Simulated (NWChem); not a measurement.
System: MgSiH$_{4}$O; SMILES [SiH3][O][MgH]

```xyz
7

Mg     0.0073     1.9347     0.0062
H      0.0165     3.6232     0.0132
O     -0.0007     0.1325     0.0001
Si    -0.0003    -1.5032    -0.0006
H     -1.0809    -2.0540    -0.8838
H     -0.2244    -2.0543     1.3767
H      1.3051    -2.0531    -0.4953
```
Atoms are numbered in this order, from 1.

Results from NWChem. Pople sets run with spherical d functions. The geometry was optimised at PBE0/def2-SVP. Vertical excitations in the gas phase; the lowest state need not have the same character in each row.

For level B3LYP/6-31+G*, full TDDFT:

| Property | Result |
|---|---|
| lowest excitation, singlet (eV) | 5.57 |
| lowest triplet (eV) | 4.99 |
| orbital gap (eV) | 6.55 |

Question: Estimate the same quantities for level CAM-B3LYP/6-31+G*, full TDDFT.

Answer: The lowest excitation, singlet (eV) comes out as 6.05, the lowest triplet (eV) is 5.17 and the orbital gap (eV) is 9.13.
